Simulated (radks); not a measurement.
Polarisabilities and homonuclear dispersion coefficients (atomic units). Level of theory: non-relativistic Kohn-Sham, LB94 model potential, spin-polarised, spherical densities, point nucleus (a radial shooting solver on a logarithmic mesh with Libxc functionals). Response by self-consistent Sternheimer equations with the Hartree and adiabatic LDA kernel. "Uncoupled" leaves out the induced potential. Quadrupole and octupole values are given only where no p, d or f shell is open. The Sternheimer factor gamma scales a distant field gradient at the nucleus by 1 - gamma.

species  configuration  alpha1 (bohr^3)  alpha1, uncoupled  alpha2 (bohr^5)  alpha3 (bohr^7)          C6          C8  Sternheimer gamma  recommended alpha1
He                [He]            1.390              1.524            2.563            11.08       1.468       14.70              0.419   1.38375 +/- 2e-05
Li+               [He]           0.1985             0.2124           0.1226           0.1837     0.08167      0.2795              0.258                   -
Be2+              [He]          0.05391            0.05684          0.01638          0.01232     0.01171     0.01990              0.186                   -
B3+               [He]          0.02021            0.02110         0.003634         0.001636    0.002704    0.002737              0.146                   -
C4+               [He]         0.009193           0.009533         0.001091        0.0003265   0.0008344   0.0005589              0.119                   -
N5+               [He]         0.004762           0.004914        0.0004004       0.00008539   0.0003115   0.0001474              0.101                   -
O6+               [He]         0.002707           0.002783        0.0001696       0.00002708   0.0001321  0.00004646             0.0880                   -
F7+               [He]         0.001651           0.001692       0.00008002        9.917e-06  0.00006184  0.00001692             0.0777                   -
Ne8+              [He]         0.001063           0.001087       0.00004105        4.063e-06  0.00003171   7.026e-06             0.0696                   -

Recommended values: Schwerdtfeger and Nagle, table of static dipole polarisabilities (2023 update), measured or computed.
